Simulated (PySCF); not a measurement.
Compound: C7H4F2O.
Bonds: C1–C2 (double), C2–C3, C3–C4 (double), C4–C5, C5–O6 (double), C5–C7, C7–F8, C7–C9 (double), C9–F10, C2–C9. Hydrogens: H11, H12 on C1; H13 on C3; H14 on C4.

Structure optimised with GFN2-xTB, isolated species.

Q: Give the optimised bond lengths and angles.

A: 
```tsv
bond	length (pm)	order
C1=C2	134.5	double
C2–C3	144.8	single
C3=C4	133.8	double
C4–C5	146.7	single
C5=O6	121.4	double
C5–C7	147.8	single
C7–F8	133.8	single
C7=C9	134.6	double
C9–F10	134.3	single
C2–C9	145.1	single
C1–H11	107.7	single
C1–H12	107.6	single
C3–H13	108.0	single
C4–H14	107.9	single
```

Orders are formal, as drawn. A selection of angles:
```tsv
angle	degrees
C1–C2–C3	122.5
C1–C2–C9	121.7
C3–C2–C9	115.9
C2–C3–C4	122.5
C3–C4–C5	122.9
C4–C5–O6	123.4
C4–C5–C7	114.0
O6–C5–C7	122.5
C5–C7–F8	116.6
C5–C7–C9	122.5
F8–C7–C9	120.9
C7–C9–F10	120.9
C2–C9–C7	122.2
C2–C9–F10	116.9
```

Dihedral angles: C1–C2–C3–C4 180° (antiperiplanar); C2–C3–C4–C5 0° (synperiplanar); C3–C4–C5–O6 180° (antiperiplanar); C4–C5–C7–F8 180° (antiperiplanar); C5–C7–C9–F10 180° (antiperiplanar); C1–C2–C9–C7 180° (antiperiplanar).

Of the pairs four or more bonds apart, F10···H11 is among the closest relative to their van der Waals radii: 2.45 Å, 92 % of the sum of Bondi's values. The 6-membered ring C2–C3–C4–C5–C7–C9 has internal angles of 114.0° to 122.9°; it is planar, 0.00 Å rms from its mean plane, widest ring torsion 0°. The 10 heavy atoms lie in one plane (0.001 Å rms). The C–C distances run from 1.338 Å (C3=C4, drawn double) to 1.478 Å (C5–C7, drawn single), a spread of 0.140 Å.

Point group: Cs (tolerance 0.08 Å). Stationary, but not proved a minimum.

The numbers are calculated, not measured.
